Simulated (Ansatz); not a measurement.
Isomers of Cs8⁻ (doublet), relaxed with PBE0/def2-SVPD; total energies from Ansatz at RPA@PBE/def2-TZVPD.

| isomer | description | energy (Eh) |
| --- | --- | --- |
| A | point group not assigned; 16 × Cs–Cs 5.06 to 5.81 Å | -160.31595 |
| B | point group not assigned; 16 × Cs–Cs 5.06 to 5.69 Å | -160.31610 |

In the def2 sets Cs takes a core potential; there is no spin–orbit coupling. Correlated methods freeze no core orbitals; core or outer-core shells of Cs are correlated, in sets that lack core-valence functions.

The isomers come from a short search, and lower ones may exist.

Problem. Work out the relative energies (1 Eh = 2625.5 kJ/mol) and the Boltzmann populations at 1200 K from electronic energies alone (R = 8.314 J/mol/K).

Solution. ΔE: A 0.4, B 0.0 kJ/mol. RT = 9.98 kJ/mol. Factors exp(−ΔE/RT): A 0.961, B 1; sum 1.961. Populations: A 49.0 %, B 51.0 %. Zero-point energy, vibrational entropy and symmetry numbers are left out and can shift these; an error of 4 kJ/mol changes a ratio by a factor of 1.5. Over the other density-functional and correlated levels in def2 sets, the gap between B and A ranges from 1 to 2 kJ/mol.
